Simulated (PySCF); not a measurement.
This PySCF input asks for the NMR shieldings of `N#CC#C[B@@H-]([NH2+]C)O`, C$_{4}$H$_{7}$BN$_{2}$O; the geometry comes from GFN2-xTB.

```python
import basis_set_exchange as bse
import numpy as np
from pyscf import gto, dft
from pyscf.prop import nmr

atoms = """
C    -1.517873    0.859138   -0.553757
N    -1.195033   -0.150899    0.452000
B     0.113473   -1.201324   -0.070482
O    -0.302880   -1.715271   -1.320339
C     1.301810   -0.201574   -0.176588
C     2.253632    0.546972   -0.251532
C     3.299523    1.415749   -0.317199
N     4.168920    2.169227   -0.362965
H    -0.667435    1.527997   -0.666082
H    -1.675762    0.350907   -1.503308
H    -2.405100    1.436281   -0.287735
H    -0.913230    0.277132    1.329232
H    -1.996731   -0.752607    0.619894
H     0.219185   -1.967464    0.844100
H    -0.686912   -2.586275   -1.262807
"""
names = dict.fromkeys(["C", "N", "B", "O", "H"], "pcSseg-1")
basis = {el: gto.basis.parse(bse.get_basis(n, elements=[el], fmt="nwchem")) for el, n in names.items()}
mol = gto.M(atom=atoms, basis=basis, charge=0, verbose=0)
mf = dft.RKS(mol, xc="PBE0")
mf.grids.level = 2
mf.grids.alignment = dft.numint.BLKSIZE   # the property module wants whole blocks of grid points
mf.conv_tol = 1e-9
mf.kernel()

calc = nmr.RKS(mf)   # GIAO
C = mf.mo_coeff
Co = C[:, mf.mo_occ > 0]
resp = mf.gen_response(singlet=True, hermi=2)
def vind(x):   # induced exchange potential for any number of trial vectors
    d = np.einsum("pi,xij,qj->xpq", C, 2 * x.reshape(-1, C.shape[1], Co.shape[1]), Co, optimize=True)
    return np.einsum("xpq,pi,qj->xij", resp(d - d.transpose(0, 2, 1)), C, Co, optimize=True).ravel()
mo1, _ = nmr.rhf.solve_mo1(calc, with_cphf=vind)
sigma = calc.kernel(mo1)
for i, s in enumerate(sigma):   # ppm
    w = np.linalg.eigvalsh((s + s.T) / 2)
    print("%2d %-2s iso %8.1f  s11 %8.1f  s22 %8.1f  s33 %8.1f" % (i, mol.atom_pure_symbol(i), w.mean(), *w))
```

Q: Give the expected output.

A: 
```
 0 C  iso    160.9  s11    142.6  s22    153.9  s33    186.2
 1 N  iso    201.7  s11    174.2  s22    207.3  s33    223.5
 2 B  iso    108.3  s11     95.1  s22    112.3  s33    117.7
 3 O  iso    297.4  s11    267.2  s22    288.2  s33    336.8
 4 C  iso     82.6  s11    -27.2  s22    -21.9  s33    297.1
 5 C  iso    109.1  s11     33.4  s22     38.7  s33    255.2
 6 C  iso     74.8  s11    -32.7  s22    -32.5  s33    289.7
 7 N  iso    -30.6  s11   -210.6  s22   -200.2  s33    318.9
 8 H  iso     28.7  s11     23.4  s22     28.7  s33     33.9
 9 H  iso     28.3  s11     23.5  s22     28.3  s33     33.0
10 H  iso     29.4  s11     24.4  s22     27.2  s33     36.6
11 H  iso     29.5  s11     24.7  s22     25.5  s33     38.3
12 H  iso     29.7  s11     23.7  s22     26.5  s33     39.0
13 H  iso     28.2  s11     26.7  s22     26.9  s33     30.9
14 H  iso     30.7  s11     23.1  s22     24.9  s33     44.1
```

These numbers come from an equivalent density-fitted implementation of the same equations, which agrees with the script to about 0.01 ppm for H and up to a few tenths of a ppm for heavy atoms, so last digits may differ.

Size and cost of the density-fitted run: 171 basis functions, 43 s wall time on 1 thread of an Arm Neoverse N1, shared host; peak memory 0.75 GiB.
